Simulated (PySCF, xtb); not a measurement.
Si(F)(H)2(nPr) (C₃H₉FSi), SMILES CCC[SiH2]F. Other conformers were not sampled.

Harmonic wavenumbers (cm⁻¹) from GFN2-xTB (xtb) at its own minimum, in rising order: 48, 103, 163, 224, 264, 406, 476, 590, 700, 733, 764, 780, 812, 850, 945, 1024, 1067, 1126, 1204, 1250, 1308, 1350, 1417, 1473, 1503, 1504, 1508, 2303, 2323, 2951, 2953, 2970, 2979, 3030, 3033, 3038.

Q: What does PBE-D3(BJ)/def2-SVP (PySCF 2.14.0) give at its own minimum? (Estimate from the structure and the level; the computed values follow.)

A: 49, 100, 158, 234, 273, 391, 494, 663, 713, 752, 809, 832, 873, 897, 930, 990, 1010, 1068, 1171, 1194, 1271, 1311, 1354, 1373, 1415, 1423, 1429, 2161, 2173, 2961, 2964, 2966, 3002, 3022, 3045, 3061. Paired by order, the mean absolute difference is 41 cm⁻¹ and the zero-point energies are 70.3 and 69.4 kcal/mol.
